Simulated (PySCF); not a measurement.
Simulation results for GeH4NOSi

Computed with PySCF 2.14.0. Calculation on a computer-drawn molecule: the log of a Hartree-Fock and frozen-core CCSD(T) single point meant for a local Hartree-Fock minimum, with one planted fault or none, to be diagnosed. Offsets are logged minus clean, where the clean run is the same molecule without the fault. The reference is restricted for singlets and unrestricted otherwise, and also for a bond in bohr or an excited solution. Adding or removing an electron swaps singlet and doublet. The excited solution moves the top pair (singlet) or top alpha electron (doublet) to the lowest empty orbital. Highest occupied and lowest empty are orbital energies over both spins, largest force is the largest gradient component, triples share is (T) over the correlation energy, the T1 limit is 0.02 restricted and 0.045 unrestricted, electrons count all cores, a negative frequency is imaginary (commonest isotopes), and the dipole is about the centre of nuclear charge; on germanium a core potential holds 10 electrons, which the energies leave out, and 3d is frozen in MP2 and coupled-cluster steps.

### GeH4NOSi

Logged structure:
```xyz
8
GeH4NOSi
N     -0.1103    -0.2331    -0.6401
Ge    -0.6059     0.5234     0.8981
O     -2.1677     0.6480     1.3228
Si     1.2768     1.4184     2.0503
H     -0.7837    -0.6844    -1.2302
H      0.8375    -0.4475    -0.8795
H      2.5322     0.7122     1.7106
H      1.0640     1.4939     3.5084
```

```
meant charge                                : 0
meant multiplicity                          : 2
meant basis                                 : cc-pV(D+d)Z
meant basis and core potential on germanium : cc-pVDZ-PP ECP10MDF
logged electrons                            : 66
logged basis functions                      : 94
logged SCF converged                        : yes
logged spin squared                         : 0
logged highest occupied                     : -1.6665 eV
logged lowest empty                         : 7.599 eV
logged largest force                        : 0.044455 hartree/bohr
logged T1 diagnostic                        : 0.020295
logged D1 diagnostic                        : 0.07019
logged triples share                        : 0.032424
logged CC converged                         : yes
logged dipole magnitude                     : 5.6951 debye
logged SCF stable within its kind           : yes
logged energy HF                            : -713.92884 hartree
logged energy CCSD(T)                       : -714.54056 hartree
possible faults                             : no fault, one electron removed, one electron added, multiplicity raised by two, geometry at a saddle point, SCF held on an excited solution, minimal basis STO-3G, one bond length entered in bohr, all coordinates scaled
planted fault                               : one electron added
HF energy offset from clean run             : -16.71 kcal/mol
CCSD(T) energy offset from clean run        : -31.71 kcal/mol
```

Drawn bonds:
```csv
atom,other atom,order
1,2,1
2,3,2
2,4,1
1,5,1
1,6,1
4,7,1
4,8,1
```

Notes: T1 above single-reference limit.
